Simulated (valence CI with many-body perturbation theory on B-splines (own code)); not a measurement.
E1 transitions of Zr³³⁺

Level of theory: configuration interaction combined with many-body perturbation theory (CI+MBPT): five valence electrons over a frozen Dirac-Fock core [He], radial functions for each j: 9 s, 9 p, 8 d, 6 f, 3 g, 1 h, with the one-electron correlation potential Σ1 (screened to all orders), the two-electron term Σ2, the three-electron term Σ3, Breit, model QED; selected single and double excitations, second order for the rest (own B-spline code, finite nucleus).

The last digits are not significant, and no measured levels were compared; by estimate large intervals hold to a few tenths of a per cent, small ones and those within an open d or f shell to about a per cent. Among the levels kept, up to 1500 cm⁻¹ of a level comes from second order outside the variational space, and about a tenth of that is noise between levels of different J, which matters for small intervals.

Lines 1 to 50 of 204 in falling wavelength, among levels below 21786 × 10³ cm⁻¹, chosen from the strongest by gf and those to the six lowest levels. Wavelengths and rates use the calculated energies. Electric multipoles are in the length gauge, E1 and E2 with the static RPA response of the core. Weak lines are less certain than strong ones. Lines between different terms over intervals too small for the method are left out, as are lines whose strength nearly cancels. The highest levels of a list are the least certain.

Levels are named by their leading jj configuration (3d3/2^4 stands for four electrons in 3d with j = 3/2), which in mixed levels can hold well under half, so a name can repeat and another be missing. Letters in brackets count levels of one name in rising energy.

```tsv
λ vac (Å)	Upper	Lower	A (s⁻¹)	S (a.u.)
302.2	(2s^2 2p1/2 2p3/2 3p1/2) J=5/2	(2s^2 2p1/2 2p3/2 3s) J=3/2 [b]	1.10e+09	8.97e-02
291.3	(2s 2p1/2^2 2p3/2 3p1/2) J=3/2 [b]	(2s 2p1/2^2 2p3/2 3s) J=3/2 [b]	1.65e+09	8.03e-02
281.7	(2s^2 2p1/2^2 3p1/2) J=1/2	(2s^2 2p1/2^2 3s) J=1/2	3.30e+09	7.27e-02
275.6	(2s^2 2p1/2 2p3/2 3p1/2) J=5/2	(2s^2 2p1/2 2p3/2 3s) J=5/2	1.92e+09	1.19e-01
262.0	(2s 2p1/2^2 2p3/2 3p1/2) J=3/2 [a]	(2s 2p1/2^2 2p3/2 3s) J=5/2	3.70e+09	1.31e-01
256.9	(2s^2 2p1/2 2p3/2 3p1/2) J=3/2 [a]	(2s^2 2p1/2 2p3/2 3s) J=3/2 [a]	2.19e+09	7.34e-02
252.0	(2s 2p1/2^2 2p3/2 3p1/2) J=5/2	(2s 2p1/2^2 2p3/2 3s) J=5/2	3.33e+09	1.58e-01
246.0	(2s^2 2p1/2 2p3/2 3d3/2) J=7/2	(2s^2 2p1/2 2p3/2 3p3/2) J=7/2	1.05e+09	6.18e-02
240.1	(2s^2 2p3/2^2 3p1/2) J=5/2	(2s^2 2p3/2^2 3s) J=3/2	2.48e+09	1.02e-01
234.3	(2s^2 2p3/2^2 3p1/2) J=3/2	(2s^2 2p3/2^2 3s) J=5/2	4.46e+09	1.13e-01
226.3	(2s^2 2p3/2^2 3p1/2) J=1/2	(2s^2 2p3/2^2 3s) J=1/2	5.62e+09	6.43e-02
221.6	(2s^2 2p3/2^2 3d5/2) J=7/2	(2s^2 2p3/2^2 3p3/2) J=7/2	1.41e+09	6.07e-02
220.1	(2s^2 2p3/2^2 3p1/2) J=5/2	(2s^2 2p3/2^2 3s) J=5/2	3.86e+09	1.22e-01
218.0	(2s^2 2p3/2^2 3d5/2) J=7/2	(2s^2 2p3/2^2 3p3/2) J=5/2	4.30e+09	1.76e-01
217.3	(2s^2 2p1/2 2p3/2 3d5/2) J=5/2 [a]	(2s^2 2p1/2 2p3/2 3p3/2) J=3/2 [a]	2.15e+09	6.52e-02
215.5	(2s^2 2p1/2 2p3/2 3d5/2) J=9/2	(2s^2 2p1/2 2p3/2 3p3/2) J=7/2	6.32e+09	3.12e-01
214.9	(2s^2 2p1/2 2p3/2 3d5/2) J=7/2 [a]	(2s^2 2p1/2 2p3/2 3p3/2) J=5/2 [a]	5.74e+09	2.25e-01
213.7	(2s^2 2p3/2^2 3d5/2) J=9/2	(2s^2 2p3/2^2 3p3/2) J=7/2	6.32e+09	3.05e-01
208.5	(2s^2 2p1/2^2 3d5/2) J=5/2	(2s^2 2p1/2^2 3p3/2) J=3/2	6.98e+09	1.87e-01
207.0	(2s^2 2p1/2 2p3/2 3d5/2) J=7/2 [b]	(2s^2 2p1/2 2p3/2 3p3/2) J=5/2 [b]	6.09e+09	2.13e-01
206.4	(2s^2 2p1/2 2p3/2 3p1/2) J=3/2 [b]	(2s^2 2p1/2 2p3/2 3s) J=5/2	4.60e+09	7.99e-02
201.9	(2s 2p1/2^2 2p3/2 3p3/2) J=3/2	(2s 2p1/2^2 2p3/2 3s) J=3/2 [a]	7.45e+09	1.21e-01
197.5	(2s^2 2p1/2 2p3/2 3d5/2) J=3/2 [a]	(2s^2 2p1/2 2p3/2 3p3/2) J=1/2 [a]	4.94e+09	7.52e-02
194.5	(2s^2 2p1/2 2p3/2 3d5/2) J=5/2 [a]	(2s^2 2p1/2 2p3/2 3p1/2) J=3/2 [b]	2.67e+09	5.82e-02
192.5	(2s^2 2p1/2 2p3/2 3d5/2) J=5/2 [b]	(2s^2 2p1/2 2p3/2 3p3/2) J=3/2 [b]	6.12e+09	1.29e-01
189.8	(2s^2 2p3/2^2 3p3/2) J=5/2	(2s^2 2p3/2^2 3s) J=3/2	5.78e+09	1.17e-01
189.1	(2s^2 2p1/2 2p3/2 3d3/2) J=5/2 [b]	(2s^2 2p1/2 2p3/2 3p3/2) J=3/2 [a]	3.26e+09	6.52e-02
182.3	(2s 2p1/2^2 2p3/2 3p3/2) J=5/2	(2s 2p1/2^2 2p3/2 3s) J=3/2 [a]	8.63e+09	1.55e-01
180.2	(2s 2p1/2^2 2p3/2 3p3/2) J=1/2	(2s 2p1/2^2 2p3/2 3s) J=3/2 [a]	1.11e+10	6.39e-02
177.1	(2s^2 2p3/2^2 3p3/2) J=5/2	(2s^2 2p3/2^2 3s) J=5/2	5.50e+09	9.04e-02
174.8	(2s^2 2p3/2^2 3p3/2) J=7/2	(2s^2 2p3/2^2 3s) J=5/2	1.33e+10	2.80e-01
174.7	(2s^2 2p1/2 2p3/2 3p3/2) J=5/2 [a]	(2s^2 2p1/2 2p3/2 3s) J=3/2 [a]	1.27e+10	2.01e-01
173.6	(2s^2 2p1/2 2p3/2 3p3/2) J=7/2	(2s^2 2p1/2 2p3/2 3s) J=5/2	1.45e+10	2.99e-01
173.2	(2s 2p1/2^2 2p3/2 3p3/2) J=7/2	(2s 2p1/2^2 2p3/2 3s) J=5/2	1.64e+10	3.36e-01
171.3	(2s^2 2p1/2 2p3/2 3p3/2) J=3/2 [b]	(2s^2 2p1/2 2p3/2 3s) J=3/2 [b]	7.69e+09	7.64e-02
170.4	(2s^2 2p3/2^2 3d3/2) J=5/2	(2s^2 2p3/2^2 3p1/2) J=5/2	4.96e+09	7.26e-02
168.6	(2s^2 2p1/2 2p3/2 3p3/2) J=3/2 [a]	(2s^2 2p1/2 2p3/2 3s) J=1/2	7.39e+09	6.99e-02
168.3	(2s^2 2p1/2 2p3/2 3d3/2) J=3/2 [b]	(2s^2 2p1/2 2p3/2 3p1/2) J=3/2 [b]	5.35e+09	5.03e-02
166.9	(2s 2p1/2^2 2p3/2^2) J=3/2	(2s^2 2p3/2^3) J=3/2	2.21e+08	2.03e-03
164.3	(2s^2 2p3/2^2 3p3/2) J=3/2 [b]	(2s^2 2p3/2^2 3s) J=1/2	1.37e+10	1.20e-01
163.8	(2s^2 2p1/2^2 3p3/2) J=3/2	(2s^2 2p1/2^2 3s) J=1/2	1.72e+10	1.50e-01
163.5	(2s^2 2p3/2^2 3d3/2) J=3/2	(2s^2 2p3/2^2 3p1/2) J=3/2	8.28e+09	7.14e-02
162.8	(2s^2 2p3/2^2 3d3/2) J=5/2	(2s^2 2p3/2^2 3p1/2) J=3/2	4.55e+09	5.81e-02
162.7	(2s^2 2p1/2 2p3/2 3d3/2) J=5/2 [a]	(2s^2 2p1/2 2p3/2 3p1/2) J=3/2 [a]	9.89e+09	1.26e-01
161.7	(2s^2 2p3/2^2 3d3/2) J=7/2	(2s^2 2p3/2^2 3p1/2) J=5/2	1.08e+10	1.80e-01
161.3	(2s^2 2p1/2 2p3/2 3d3/2) J=7/2	(2s^2 2p1/2 2p3/2 3p1/2) J=5/2	1.01e+10	1.68e-01
158.8	(2s^2 2p1/2^2 3d3/2) J=3/2	(2s^2 2p1/2^2 3p1/2) J=1/2	1.29e+10	1.02e-01
156.6	(2s^2 2p1/2 2p3/2 3d3/2) J=3/2 [a]	(2s^2 2p1/2 2p3/2 3p1/2) J=1/2	7.42e+09	5.63e-02
156.5	(2s^2 2p1/2 2p3/2 3p3/2) J=5/2 [b]	(2s^2 2p1/2 2p3/2 3s) J=3/2 [b]	1.21e+10	1.37e-01
152.4	(2s^2 2p1/2 2p3/2 3d3/2) J=1/2 [a]	(2s^2 2p1/2 2p3/2 3p1/2) J=1/2	1.16e+10	4.05e-02
```
